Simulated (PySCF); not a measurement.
Isomers of C4H10NPSi, one GFN2-xTB conformer each. Single-point energies are computed at PBE0/pcSseg-1 (PySCF, gas phase, no added dispersion term), electronic only.

```csv
SMILES,GFN2-xTB relative energy (kcal/mol)
P[SiH2]/N=C/C1CC1,0.0
C#CCN(C)[SiH2]P,16.9
C[Si@@H](P)C#CCN,41.4
```

Conformers: `[PH2:1][SiH2:2]/[N:3]=[CH:4]/[CH:5]1[CH2:6][CH2:7]1` with H–P1–Si2–N3 66° and 159°, P1–Si2–N3–C4 108°, N3–C4–C5–C6 -146°; `[CH:1]#[C:2][CH2:3][N:4]([CH3:5])[SiH2:6][PH2:7]` with C2–C3–N4–C5 70°, C3–N4–Si6–P7 -172°, N4–Si6–P7–H 170° and -97°; `[CH3:1][Si@@H:2]([PH2:3])[C:4]#[C:5][CH2:6][NH2:7]` with C1–Si2–P3–H 168° and 76°, C5–C6–N7–H 58° and -60°.

Task: What does PBE0/pcSseg-1 give for the same structures?

Result: 
```csv
SMILES,PBE0/pcSseg-1 E (Eh),PBE0/pcSseg-1 (kcal/mol),GFN2-xTB (kcal/mol),point group
P[SiH2]/N=C/C1CC1,-843.44797,0.0,0.0,C1
C[Si@@H](P)C#CCN,-843.43560,7.8,41.4,C1
C#CCN(C)[SiH2]P,-843.40490,27.0,16.9,C1
```

Both levels put the same isomer lowest; measured from each level's own lowest isomer, the values differ by up to 33.6 kcal/mol (C[Si@@H](P)C#CCN: 41.4 against 7.8). As drawn, the lowest has a three-membered ring and a C=N bond, which the highest lacks; the highest has a C≡C bond, which the lowest lacks.

Task: Which frontier levels, dipoles and rotational constants go with these structures?

Result: 
```csv
SMILES,"HOMO (eV, PBE0/pcSseg-1)",LUMO (eV),dipole (D),"A, B, C (MHz)"
P[SiH2]/N=C/C1CC1,-6.96,-0.69,2.22,"4829, 645.6, 593.9"
C[Si@@H](P)C#CCN,-7.04,-0.09,0.72,"2715, 720.3, 603.6"
C#CCN(C)[SiH2]P,-6.69,0.33,0.85,"3926, 859.8, 811.1"
```
